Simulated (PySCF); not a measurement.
NO3, SMILES [O]N([O])[O] (connectivity only; charge and spin as stated), neutral, multiplicity 2. Atoms are numbered in the order given.

```xyz
4

N      0.0000     0.0000     0.0000
O      1.2305     0.0000     0.0000
O     -0.6152     1.0656     0.0000
O     -0.6152    -1.0656     0.0000
```
Charge 0, spin multiplicity 2.

Geometry optimised at B3LYP-D3(BJ)/def2-TZVP.

Two levels are set side by side: PBE/pcH-1 (PySCF) and B3LYP/pcH-1 (PySCF). Contact hyperfine couplings, same geometry. Differences are taken from unrounded values.

```tsv
quantity	B3LYP	PBE	PBE minus B3LYP
A(iso) of 14N, atom N1 (MHz)	-10.4	-9.8	0.6
A(iso) of 17O, atom O2 (MHz)	-14.7	-7.2	7.4
A(iso) of 17O, atom O3 (MHz)	-14.7	-7.3	7.4
A(iso) of 17O, atom O4 (MHz)	-14.7	-7.3	7.4
```

Rough cost on one machine, each run with all the roots and properties that it gave: B3LYP against PBE within a factor of 2.
